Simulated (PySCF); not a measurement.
From computed data to an observable: dipole moment from atomic charges

Ge(H)(NH2) (GeH3N), SMILES [NH2][GeH] (connectivity only; charge and spin as stated), neutral, multiplicity 1. Atoms are numbered in the order given.

```xyz
5

Ge     0.0516    -0.4154     0.0000
H     -1.5501    -0.5430     0.0000
N     -0.0112     1.4127     0.0000
H     -0.8497     1.9727     0.0000
H      0.8260     1.9751     0.0000
```

The structure is a stationary point at B3LYP-D3(BJ)/def2-TZVP.

Charges (e) from PySCF with ωB97X/def2-TZVPD:

```csv
atom,ESP fit,IAO
Ge1,0.082,0.352
H2,-0.045,-0.144
N3,-0.624,-0.744
H4,0.295,0.269
H5,0.292,0.267
```

The dipole moment of the full density is 1.35 D.

**Question.** What dipole moment does each set of point charges give, and which comes closer to that of the density?

**Answer.** 
μ = Σ q r, and 1 e Å = 4.8032 D.
ESP fit: Σ q r = (0.072, 0.268, 0.000) e Å, |μ| = 1.33 D.
IAO: Σ q r = (0.242, -0.061, 0.000) e Å, |μ| = 1.20 D.
ESP fit comes closer in size. Point charges leave out the atoms' own dipoles (lone pairs, polarised bonds); fits to the potential absorb them, partitions of the density don't.
